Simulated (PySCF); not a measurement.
Si(CCH)2(Me)(OH) (C₅H₆OSi), SMILES C(#C)[Si](C#C)(O)C.

Geometry: PBE0-D3(BJ)/def2-SVP. One conformer was computed; it need not be the lowest.

Level of theory: PBE/def2-TZVP (PySCF).

```json
{
  "total_energy": "-558.43424 hartree",
  "point_group": "Cs",
  "highest_occupied_level": "-6.84 eV",
  "lowest_empty_level": "-1.58 eV",
  "orbital_gap": "5.26 eV",
  "dipole_moment": "1.00 D",
  "quadrupole, principal values (traceless, Buckingham form, about the centre of nuclear charge)": "-6.00, 0.72, 5.28 D·Å",
  "mean_static_polarisability": "83.4 bohr³ (12.36 Å³)",
  "polarisability_principal_values": "63.8, 83.2, 103.1 bohr³"
}
```
